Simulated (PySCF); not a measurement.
**Correlation energy of Zr²²⁺ (zirconium, charge +22)**

[Ar], closed-shell 1S. Computed with PySCF 2.14 in an even-tempered Gaussian basis (18 s from 2.5 bohr⁻², ratio 2.5; 12 p from 3.2 bohr⁻², ratio 2.5; 5 d from 17 bohr⁻², ratio 2.7; 4 f from 25 bohr⁻², ratio 2.7), with scalar relativity by spin-free X2C-1e. Frozen: 1s2; 16 electrons correlated; the 21 highest virtual orbitals of each spin left out.

```csv
level,correlation energy (mhartree)
CCSD,-616.22
(T),-1.83
CCSD(T),-618.05
```

Diagnostics: T1 = 0.00063, D1 = 0.0015, largest double amplitude 0.019.

Cost of the coupled-cluster step: roughly 20 core-seconds, for 16 correlated electrons.

Iterations:

```
CC2 = 0
CCSD nocc = 8, nmo = 85
frozen orbitals [0, 86, 87, 88, 89, 90, 91, 92, 93, 94, 95, 96, 97, 98, 99, 100, 101, 102, 103, 104, 105, 106]
max_cycle = 100
direct = 0
conv_tol = 1e-08
conv_tol_normt = 1e-06
diis_space = 8
diis_start_cycle = 0
Init t2, MP2 energy = -3306.46509986857  E_corr(MP2) -0.607092788040706
Init E_corr(CCSD) = -0.607092788040703
cycle = 1  E_corr(CCSD) = -0.614279433627662  dE = -0.00718664559  norm(t1,t2) = 0.00598186
cycle = 2  E_corr(CCSD) = -0.615969285453521  dE = -0.00168985183  norm(t1,t2) = 0.00108239
cycle = 3  E_corr(CCSD) = -0.616222433696679  dE = -0.000253148243  norm(t1,t2) = 0.000202441
cycle = 4  E_corr(CCSD) = -0.616220898739521  dE = 1.53495716e-06  norm(t1,t2) = 7.30244e-06
cycle = 5  E_corr(CCSD) = -0.616219957405558  dE = 9.41333963e-07  norm(t1,t2) = 3.87114e-07
cycle = 6  E_corr(CCSD) = -0.616219960925511  dE = -3.51995333e-09  norm(t1,t2) = 2.81502e-08
CCSD converged
E(CCSD) = -3306.474227041452  E_corr = -0.6162199609255115
CCSD(T) correction = -0.00182839662640835
```

At this charge the one-electron X2C treatment keeps the bare 1/r₁₂, with no two-electron picture change or Breit term. The effect here is smaller than on the frozen 1s shell; and a scalar Hamiltonian misses the large spin-orbit splitting of the p shells, which matters for ns² → np² pairs.
